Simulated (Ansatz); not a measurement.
GeF₂. The state is a triplet with charge 0. Geometry PBE-D4/def2-TZVP, that of the neutral singlet.

```tsv
atom	x (Å)	y (Å)	z (Å)
Ge1	-0.6722	-0.1043	-0.3740
F2	0.2574	-1.1892	0.6747
F3	0.4147	1.2936	-0.3007
```

At PBE0-D4/def2-TZVP a singlet of charge 0 lies 3.57 eV below the triplet at the same geometry.

Q: Estimate the α-spin orbital energies around the gap (eV) in Ansatz with PBE-D4/def2-TZVP, r2SCAN-D4/def2-TZVP, PBE0-D4/def2-TZVP.

A: 
| orbital | PBE-D4/def2-TZVP | r2SCAN-D4/def2-TZVP | PBE0-D4/def2-TZVP |
| --- | --- | --- | --- |
| HOMO−5 | -10.71 | -11.18 | -12.74 |
| HOMO−4 | -10.59 | -11.08 | -12.71 |
| HOMO−3 | -10.00 | -10.46 | -12.12 |
| HOMO−2 | -9.73 | -10.16 | -11.72 |
| HOMO−1 | -9.05 | -9.61 | -10.66 |
| HOMO | -4.32 | -4.75 | -5.60 |
| LUMO | -1.73 | -1.62 | -0.94 |
| LUMO+1 | -0.89 | -0.70 | -0.04 |
| LUMO+2 | 4.35 | 4.77 | 5.20 |
| LUMO+3 | 4.76 | 5.20 | 5.59 |
| LUMO+4 | 4.93 | 5.37 | 5.75 |
| LUMO+5 | 5.20 | 6.14 | 6.13 |
| β HOMO | -9.56 | -9.97 | -11.55 |
| β LUMO | -7.42 | -7.01 | -6.42 |
